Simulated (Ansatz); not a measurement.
A series at Si: from `F[Si](Br)(Br)Br`, ligands are replaced one by one, each step taking up H–F and setting free HBr; n counts the steps. Ansatz, PBE0-D4/def2-TZVP geometries.

CBS adds triple-zeta CCSD(T) − MP2 to the MP2 limit, frozen cores; atoms without spin–orbit coupling. Outer-core shells of Br are correlated without core-valence functions. Scalar relativity is left out up to krypton. Spin–orbit coupling is left out.

```tsv
n	molecule	atomization energy, CCSD(T)/CBS (kJ/mol)
0	`F[Si](Br)(Br)Br`	1646.5
1	`F[Si](F)(Br)Br`	?
2	`F[Si](F)(F)Br`	2147.4
3	`F[Si](F)(F)F`	2404.1
```

Question: By hand: fit a straight line y = ȳ + b (n − n̄) to the 3 given rows and predict n = 1.

Answer: n̄ = 1.667, ȳ = 2066.00; Σ(n − n̄)(y − ȳ) = 1177.10, Σ(n − n̄)² = 4.667, so b = 252.22 kJ/mol a step. Prediction: 2066.00 + (252.22) × (-0.667) = 1897.8 kJ/mol.

Question: By hand: compare with the computed value, 1894.5 kJ/mol, and give the steps along the whole series.

Answer: The line misses by -3.3 kJ/mol (computed minus predicted). Steps: 248.0, 252.9, 256.7 kJ/mol.

The steps differ by at most 8.7 kJ/mol, 3.4 % of a mean step, so the ligands' effects nearly add and a line is close. The miss is 0.4 % of the series' range. The energies themselves are unsure by some kJ/mol a bond, though much of that is common to the series.
